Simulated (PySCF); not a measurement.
**Correlation energy of F⁺ (fluorine, charge +1)**

[He] 2s2 2p3 3s1, high-spin 5S determinant (an excited configuration). Calculation: PySCF 2.14, in x2c-QZVPPall with one added diffuse shell each of s, p, d, f type (8s5p4d3f1g, 73 functions); scalar relativity by spin-free X2C-1e. Frozen: 1s2; 6 electrons correlated.

```
  level  correlation energy (mhartree)
   CCSD                        -133.62
    (T)                          -2.11
CCSD(T)                        -135.73
```

Diagnostics: T1 = 0.0060, D1 = 0.0184, largest double amplitude 0.033.

Question: Is a single reference adequate?

Answer: Yes: T1 lies below 0.03 and no double amplitude reaches 0.07.
